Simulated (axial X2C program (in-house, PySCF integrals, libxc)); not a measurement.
## BeO⁺ along the bond: HF, two-component

Computed with an in-house relativistic program for diatomic molecules. Two-component (2c) means X2C with spin–orbit coupling and atomic mean-field two-electron Coulomb and Gaunt terms. Basis: O dyall-av3z [7s6p3d2f], Be dyall-cv3z [8s8p3d1f] (cores contracted in-house); Gaussian nuclei, density fitting, unrestricted open shells. Masses: O 15.995 u, Be 9.012 u.

State: Ω = 3/2 (⟨Sz⟩ = 0.50, ⟨Lz⟩ = 1.00 at HF). Dipoles are positive if Be is the positive end and refer to the centre of mass.

Results along the bond:

```
R (Å)  μ (D)  HOMO (eV)  LUMO (eV)
1.231  6.923     -21.48      -8.20
1.288  7.243     -21.00      -8.29
1.330  7.481     -20.66      -8.36
1.373  7.717     -20.35      -8.43
1.415  7.950     -20.05      -8.50
1.464  8.215     -19.73      -8.57
1.514  8.473     -19.45      -8.65
1.578  8.785     -19.13      -8.74
1.655  9.119     -18.81      -8.84
1.769  9.057     -18.80      -8.82
```

Occupations by symmetry block were frozen at the best pattern of an incomplete PBE0 search.
